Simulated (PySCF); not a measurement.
**Interval between two levels of F⁺ by level of theory**

F⁺ [He] 2s2 2p4 [3P2, M_J = 2] → F⁺ [He] 2s2 2p3 3s1 [5S2, M_J = 2], as a difference of total energies. Computed with PySCF 2.14 in x2c-SVPall-2c with one added diffuse shell of s type (4s2p1d, 15 functions), with the two-component X2C-1e Hamiltonian. Correlated levels: 1s2 frozen. "Screened" scales the spin-orbit matrix elements by Boettger's factors to mimic the two-electron term; Breit and QED terms are absent.

```json
{"method": "GHF (spin-free)", "interval between two levels (cm⁻¹)": "169070", "error (cm⁻¹)": "-7427"}
{"method": "GMP2 (spin-free)", "interval between two levels (cm⁻¹)": "174610", "error (cm⁻¹)": "-1884"}
{"method": "GHF (screened spin-orbit)", "interval between two levels (cm⁻¹)": "169230", "error (cm⁻¹)": "-7263"}
{"method": "GMP2 (screened spin-orbit)", "interval between two levels (cm⁻¹)": "174770", "error (cm⁻¹)": "-1721"}
```

Reference: 176490 cm⁻¹ (measured; NIST Handbook of Basic Atomic Spectroscopic Data (Sansonetti and Martin, J. Phys. Chem. Ref. Data 34, 1559 (2005))).

Errors of the correlated levels include the incompleteness of this basis and the frozen core.

The labels give the starting determinants; with spin-orbit coupling the two ends relaxed to ⟨J²⟩ = 6.01, ⟨L²⟩ = 2.00, ⟨S²⟩ = 2.00 and ⟨J²⟩ = 6.00, ⟨L²⟩ = 0.00, ⟨S²⟩ = 6.00.
